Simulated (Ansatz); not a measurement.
The cluster VTe₂. Charge 0, multiplicity 2. Geometry relaxed at PBE0-D4/def2-TZVP.

```tsv
atom	x (Å)	y (Å)	z (Å)
V1	-0.5924	1.3105	-0.1115
Te2	-0.8638	-1.1308	0.6300
Te3	1.4562	-0.1797	-0.5185
```

In the def2 sets Te takes a core potential; there is no spin–orbit coupling. The charge 0 doublet is spin-contaminated (final ⟨S²⟩ up to 1.76, 0.75 for a pure state). At PBE0-D4/def2-TZVP a quartet of charge 0 lies 0.90 eV below the doublet, each at its own geometry. The structure comes from a short search, and lower isomers may exist.

Q: Estimate the harmonic wavenumbers at UKS PBE0-D4/def2-TZVP (Ansatz, unscaled). Is this a minimum?

A: 178, 180, 300 cm⁻¹. Yes, no mode is imaginary beyond noise. Zero-point energy 3.9 kJ/mol. Hardware: 4 threads of Arm Neoverse V1 on a shared host. Wall time 1.8 min, peak host memory 0.74 GiB.
